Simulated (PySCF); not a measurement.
Excitations are Tamm–Dancoff values on a coarser integration grid. The basis has no diffuse functions, so Rydberg states are missing or too high.

Cartesian coordinates (Å):
```xyz
4

O     -0.7871    -0.1429     0.4296
S      0.6531     0.6676     0.1677
H     -1.2823    -0.1347    -0.3992
H      1.4155    -0.3876    -0.1948
```
Charge 0, multiplicity 1.

Q: Give the HOMO–LUMO gap, dipole moment and S1 excitation (TDA) at the level PySCF with PBE-D3(BJ)/def2-TZVP // B3LYP-D3(BJ)/def2-TZVP.

A: 
```yaml
HOMO–LUMO gap: 3.90 eV
dipole_moment: 1.72 D
S1 excitation (TDA): 4.30 eV
```
